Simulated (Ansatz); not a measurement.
`F[Si@H]1N[Si@@H](F)N1`, charge 0, multiplicity 1.

Q: Give a relaxed structure at PBE0-D4/def2-TZVP (the Gaussian-basis code of Ansatz). (Estimate.)

A: Computed: 
Z-matrix (Å, degrees):
```
Si
N 1 1.717
Si 1 2.485 2 43.7
N 1 1.718 2 87.3 3 -1.2
F 1 1.592 2 115.4 3 -118.3
H 1 1.475 2 117.4 3 118.3
H 2 1.001 1 133.6 3 -178.0
F 3 1.592 1 127.3 2 -89.0
H 3 1.475 1 128.6 2 91.0
H 4 1.001 1 133.6 2 177.3
```
Point group C2v.
This is one stationary point; other conformers may exist.
